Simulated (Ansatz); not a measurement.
The lowest singlet and triplet of C3H6 (SMILES C[C]C); geometries from B3LYP-D3(BJ)/def2-TZVP, each state relaxed from the structure named, with no frequency check.
Singlet (charge 0, multiplicity 1):
| atom | x (Å) | y (Å) | z (Å) |
|---|---|---|---|
| C | 1.2243 | -0.0107 | 0.1054 |
| C | -0.0296 | 0.2653 | -0.6019 |
| C | -1.2103 | -0.1147 | 0.1793 |
| H | 1.4677 | -0.9965 | -0.3372 |
| H | 1.1771 | -0.1577 | 1.1967 |
| H | 2.0521 | 0.6400 | -0.1785 |
| H | -1.0682 | -0.8176 | 1.0164 |
| H | -2.0817 | -0.3751 | -0.4225 |
| H | -1.4534 | 0.8682 | 0.6283 |

```json
[
 {"level": "U-HF/cc-pVDZ (spin-contaminated)", "gap E(singlet) − E(triplet), vertical, at the singlet's geometry (kcal/mol)": "-2.85", "cost": "-"},
 {"level": "R-HF/cc-pVTZ", "gap E(singlet) − E(triplet), vertical, at the singlet's geometry (kcal/mol)": "1.14", "cost": "-"},
 {"level": "U-HF/cc-pVTZ (spin-contaminated)", "gap E(singlet) − E(triplet), vertical, at the singlet's geometry (kcal/mol)": "-3.47", "cost": "-"},
 {"level": "U-SVWN5/def2-TZVPP", "gap E(singlet) − E(triplet), vertical, at the singlet's geometry (kcal/mol)": "-18.55", "cost": "×1"},
 {"level": "R-PBE/def2-TZVPP", "gap E(singlet) − E(triplet), vertical, at the singlet's geometry (kcal/mol)": "-15.24", "cost": "×1"},
 {"level": "U-PBE/def2-TZVPP (spin-contaminated)", "gap E(singlet) − E(triplet), vertical, at the singlet's geometry (kcal/mol)": "-15.70", "cost": "×3"},
 {"level": "R-r2SCAN/def2-TZVPP", "gap E(singlet) − E(triplet), vertical, at the singlet's geometry (kcal/mol)": "-9.25", "cost": "×2"},
 {"level": "U-r2SCAN/def2-TZVPP (spin-contaminated)", "gap E(singlet) − E(triplet), vertical, at the singlet's geometry (kcal/mol)": "-11.71", "cost": "×4"},
 {"level": "R-B3LYP/def2-TZVPP", "gap E(singlet) − E(triplet), vertical, at the singlet's geometry (kcal/mol)": "-17.55", "cost": "×1"},
 {"level": "U-B3LYP/def2-TZVPP (spin-contaminated)", "gap E(singlet) − E(triplet), vertical, at the singlet's geometry (kcal/mol)": "-17.78", "cost": "×4"},
 {"level": "R-PBE0/def2-TZVPP", "gap E(singlet) − E(triplet), vertical, at the singlet's geometry (kcal/mol)": "-12.49", "cost": "×1"},
 {"level": "U-PBE0/def2-TZVPP (spin-contaminated)", "gap E(singlet) − E(triplet), vertical, at the singlet's geometry (kcal/mol)": "-13.54", "cost": "×4"},
 {"level": "U-BHLYP/def2-TZVPP (spin-contaminated)", "gap E(singlet) − E(triplet), vertical, at the singlet's geometry (kcal/mol)": "-15.91", "cost": "×4"},
 {"level": "R-wB97X-V/def2-TZVPP", "gap E(singlet) − E(triplet), vertical, at the singlet's geometry (kcal/mol)": "-19.21", "cost": "×3"},
 {"level": "U-wB97X-V/def2-TZVPP", "gap E(singlet) − E(triplet), vertical, at the singlet's geometry (kcal/mol)": "-19.21", "cost": "×20"},
 {"level": "R-wB97M-V/def2-TZVPP", "gap E(singlet) − E(triplet), vertical, at the singlet's geometry (kcal/mol)": "-20.86", "cost": "×4"},
 {"level": "R-B2PLYP/def2-TZVPP", "gap E(singlet) − E(triplet), vertical, at the singlet's geometry (kcal/mol)": "-17.12", "cost": "×2"},
 {"level": "U-B2PLYP/def2-TZVPP (spin-contaminated)", "gap E(singlet) − E(triplet), vertical, at the singlet's geometry (kcal/mol)": "-16.56", "cost": "×4"},
 {"level": "U-MP2/cc-pVDZ (spin-contaminated)", "gap E(singlet) − E(triplet), vertical, at the singlet's geometry (kcal/mol)": "-9.68", "cost": "-"},
 {"level": "R-MP2/cc-pVTZ", "gap E(singlet) − E(triplet), vertical, at the singlet's geometry (kcal/mol)": "-14.84", "cost": "-"},
 {"level": "U-MP2/cc-pVTZ (spin-contaminated)", "gap E(singlet) − E(triplet), vertical, at the singlet's geometry (kcal/mol)": "-11.49", "cost": "-"},
 {"level": "R-SCS-MP2/cc-pVDZ", "gap E(singlet) − E(triplet), vertical, at the singlet's geometry (kcal/mol)": "-14.90", "cost": "-"},
 {"level": "U-SCS-MP2/cc-pVDZ (spin-contaminated)", "gap E(singlet) − E(triplet), vertical, at the singlet's geometry (kcal/mol)": "-12.04", "cost": "-"},
 {"level": "R-SCS-MP2/cc-pVTZ", "gap E(singlet) − E(triplet), vertical, at the singlet's geometry (kcal/mol)": "-18.90", "cost": "-"},
 {"level": "U-SCS-MP2/cc-pVTZ (spin-contaminated)", "gap E(singlet) − E(triplet), vertical, at the singlet's geometry (kcal/mol)": "-14.78", "cost": "-"},
 {"level": "R-CCSD/cc-pVDZ", "gap E(singlet) − E(triplet), vertical, at the singlet's geometry (kcal/mol)": "-13.33", "cost": "-"},
 {"level": "U-CCSD/cc-pVDZ (spin-contaminated)", "gap E(singlet) − E(triplet), vertical, at the singlet's geometry (kcal/mol)": "-12.87", "cost": "-"},
 {"level": "R-CCSD/cc-pVTZ", "gap E(singlet) − E(triplet), vertical, at the singlet's geometry (kcal/mol)": "-15.45", "cost": "-"},
 {"level": "U-CCSD/cc-pVTZ (spin-contaminated)", "gap E(singlet) − E(triplet), vertical, at the singlet's geometry (kcal/mol)": "-14.89", "cost": "-"},
 {"level": "R-CCSD(T)/cc-pVDZ", "gap E(singlet) − E(triplet), vertical, at the singlet's geometry (kcal/mol)": "-14.59", "cost": "×1"},
 {"level": "U-CCSD(T)/cc-pVDZ (spin-contaminated)", "gap E(singlet) − E(triplet), vertical, at the singlet's geometry (kcal/mol)": "-13.93", "cost": "×2"},
 {"level": "R-CCSD(T)/cc-pVTZ", "gap E(singlet) − E(triplet), vertical, at the singlet's geometry (kcal/mol)": "-16.97", "cost": "×10"},
 {"level": "U-CCSD(T)/cc-pVTZ (spin-contaminated)", "gap E(singlet) − E(triplet), vertical, at the singlet's geometry (kcal/mol)": "-16.25", "cost": "×40"},
 {"level": "SA-CASSCF(2,2)/cc-pVTZ", "gap E(singlet) − E(triplet), vertical, at the singlet's geometry (kcal/mol)": "-10.21", "cost": "-"},
 {"level": "SC-NEVPT2 on SA-CASSCF(2,2)/cc-pVDZ", "gap E(singlet) − E(triplet), vertical, at the singlet's geometry (kcal/mol)": "-13.50", "cost": "-"},
 {"level": "SC-NEVPT2 on SA-CASSCF(2,2)/cc-pVTZ", "gap E(singlet) − E(triplet), vertical, at the singlet's geometry (kcal/mol)": "-15.96", "cost": "-"},
 {"level": "FIC-NEVPT4(SD) on SA-CASSCF(2,2)/cc-pVDZ", "gap E(singlet) − E(triplet), vertical, at the singlet's geometry (kcal/mol)": "-13.91", "cost": "-"},
 {"level": "FIC-NEVPT4(SD) on SA-CASSCF(2,2)/cc-pVTZ", "gap E(singlet) − E(triplet), vertical, at the singlet's geometry (kcal/mol)": "-16.47", "cost": "-"},
 {"level": "FIC-MRCISD+Q on SA-CASSCF(2,2)/cc-pVDZ", "gap E(singlet) − E(triplet), vertical, at the singlet's geometry (kcal/mol)": "-13.98", "cost": "-"},
 {"level": "FIC-MRCISD+Q on SA-CASSCF(2,2)/cc-pVTZ", "gap E(singlet) − E(triplet), vertical, at the singlet's geometry (kcal/mol)": "-16.32", "cost": "-"}
]
```

The rows run from -20.86 (R-wB97M-V/def2-TZVPP) to 1.14 kcal/mol (R-HF/cc-pVTZ). In cc-pVTZ the value moves R-HF 1.14, R-MP2 -14.84, R-CCSD -15.45, R-CCSD(T) -16.97, a shift of -18.11 from R-HF to R-CCSD(T). From cc-pVDZ (spin-contaminated) to cc-pVTZ (spin-contaminated) U-CCSD(T) changes by -2.32. The 7 R-functionals in def2-TZVPP without D3 or D4 span 11.62, from R-wB97M-V to R-r2SCAN.

A positive gap puts the triplet lower; no zero-point energy. R- takes a restricted singlet. U- takes an unrestricted singlet (broken symmetry where lower, unprojected). The triplet is unrestricted in single-reference levels. Active spaces average the two states.

Correlated levels freeze the cores.

Doubts at one or more of the structures used: a restricted determinant that unrestricted orbitals would lower (R-HF/cc-pVTZ, R-PBE/def2-TZVPP, R-r2SCAN/def2-TZVPP, R-B3LYP/def2-TZVPP, R-PBE0/def2-TZVPP, R-B2PLYP/def2-TZVPP, R-MP2/cc-pVTZ, R-SCS-MP2/cc-pVDZ, R-SCS-MP2/cc-pVTZ, R-CCSD/cc-pVDZ, R-CCSD/cc-pVTZ, R-CCSD(T)/cc-pVDZ, R-CCSD(T)/cc-pVTZ); T1 above 0.05 (U-CCSD/cc-pVDZ (spin-contaminated), U-CCSD/cc-pVTZ (spin-contaminated), U-CCSD(T)/cc-pVDZ (spin-contaminated), U-CCSD(T)/cc-pVTZ (spin-contaminated)).

Programs: Ansatz (a first-principles code) with Gaussian orbitals. Each number belongs to the level named beside it.

Costs are rough ratios of core time to R-PBE/def2-TZVPP (about 7 s over the structures, on one shared machine); a dash marks a level with no comparable run of its own.
